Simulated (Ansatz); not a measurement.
`C[S][SnH2][CH3]` → `[CH3]`• + `C[S][SnH2]`• at 500 K and 1 bar (homolysis of the C–Sn bond).

Gas-phase electronic energies from Ansatz, PBE0-D4/def2-TZVP geometries. CCSD(T)/CBS is the MP2 limit (def2-TZVPP, def2-QZVPP) plus CCSD(T) − MP2 in def2-TZVPP, frozen cores. This one scheme is used for every species. No spin–orbit coupling; open shells (•) take unrestricted orbitals. Elements past krypton have def2 core potentials. For Sn outer-core shells are correlated without core-valence functions, which leaves a few kJ/mol of doubt a bond. Each species was taken in one conformer, which may not be the lowest.

| species | CCSD(T)/CBS energy (Eh) | H − E (kJ/mol) | S (J/(mol·K)) |
| --- | --- | --- | --- |
| `C[S][SnH2][CH3]` | -692.73453 | 285.0 | 457.0 |
| `[CH3]`• | -39.78218 | 97.2 | 216.4 |
| `C[S][SnH2]`• | -652.83479 | 172.3 | 390.0 |

H − E and S are ideal-gas, rigid-rotor, harmonic terms from PBE0-D4/def2-TZVP, for one conformer and one mirror image of each species, with the whole ground term of open shells counted as degenerate. 1 Eh = 2625.50 kJ/mol, R = 8.31446 J/(mol·K).

Q: By hand: ΔE, ΔH, ΔS and ΔG.

A: ΔE = (-39.78218) + (-652.83479) − (-692.73453) = 0.11756 Eh = 308.7 kJ/mol. Δ(H − E) = 97.2 + 172.3 − 285.0 = -15.5, so ΔH = 293.2 kJ/mol. ΔS = 216.4 + 390.0 − 457.0 = 149.4 J/(mol·K). ΔG = 293.2 − 500 × (149.4)/1000 = 218.5 kJ/mol.

Q: By hand: the equilibrium constant, and the temperature at which ΔG would vanish if ΔH and ΔS stayed fixed.

A: log₁₀ K = −ΔG/(RT ln 10) = -22.8. ΔG = 0 at ΔH/ΔS = 1963 K.

The number of gas molecules changes by +1, which sets the sign of ΔS. A doubt of 5 kJ/mol in ΔE shifts log₁₀ K by 0.5 here. Other conformers and mirror images would add mixing entropy, several J/(mol·K) or more a flexible species. Modes under 60 cm⁻¹, often nearly free rotors, make the harmonic entropy too high. These are equilibria of isolated gas molecules and say nothing of rates. Largest T1 diagnostic: 0.016 (customary marks: 0.02 for closed shells, 0.045 for open ones).
